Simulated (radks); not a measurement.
Question: Species: Sn5+. Configuration: [Kr] 4d9 (the NIST ground configuration). All-electron calculation, Dirac Kohn-Sham, LDA (Slater exchange, Perdew-Wang correlation), spin-unpolarised, spherical densities, point nucleus; open shells fill j = l - 1/2 first. Program: a radial shooting solver on a logarithmic mesh with Libxc functionals.

Spin-orbit splittings of the eigenvalues, e(l+1/2) - e(l-1/2), with zeta = 2 splitting/(2l+1) and mean radii in bohr:

| shell | occ. | splitting (eV) | zeta (eV) | <r> j=l-1/2 | <r> j=l+1/2 |
|---|---|---|---|---|---|
| 2p | 6 | 230.3 | 153.5 | 0.1058 | 0.1112 |
| 3p | 6 | 42.07 | 28.05 | 0.3302 | 0.3414 |
| 3d | 10 | ? | ? | 0.3126 | 0.3162 |
| 4p | 6 | 7.831 | 5.221 | 0.8558 | 0.8841 |
| 4d | 9 | 1.156 | 0.4626 | 1.031 | 1.042 |

Estimate the 3d splitting.

Answer: 8.697 eV (zeta = 3.479 eV).
